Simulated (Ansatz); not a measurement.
Stepwise reaction of trimethyl borate with hydrogen chloride, as a gas-phase model of exchange steps in deposition or etching. ΔE in kJ/mol.

Gas-phase electronic energies from Ansatz, PBE0-D4/def2-TZVP geometries. CBS: MP2 limit from def2 TZ/QZ plus the TZ coupled-cluster correction, frozen cores. This one scheme is used for every species. DFT in def2-TZVPP. B3LYP here is the variant with VWN-RPA as its local correlation; programs differ in this. One conformer a species, not always the lowest.

```csv
step,reaction,PBE-D4,B3LYP-D4,ωB97M-V,CCSD(T)/CBS
1,`COB(OC)OC` + HCl → `COB(Cl)OC` + CH₃OH,31.3,40.7,39.2,39.5
3,`COB(Cl)Cl` + HCl → `ClB(Cl)Cl` + CH₃OH,54.9,64.5,62.9,62.7
```

Question: Give the row of step 2, `COB(Cl)OC` + HCl → `COB(Cl)Cl` + CH₃OH. (Estimate.)

Answer: Ansatz gave: 
```csv
step,reaction,PBE-D4,B3LYP-D4,ωB97M-V,CCSD(T)/CBS
2,`COB(Cl)OC` + HCl → `COB(Cl)Cl` + CH₃OH,42.2,52.3,51.7,51.4
```

Question: By hand: ΔE of the 3 steps together at CCSD(T)/CBS.

Answer: (39.5) + (51.4) + (62.7) = 153.6 kJ/mol, or 51.2 kJ/mol a step.

In ΔE each step is higher than the one before. All are uphill at CCSD(T)/CBS. PBE-D4 differs from CCSD(T)/CBS by -9.2 to -7.8 kJ/mol a step. Isolated molecules leave out the surface, adducts and barriers. Largest T1 diagnostic: 0.012.
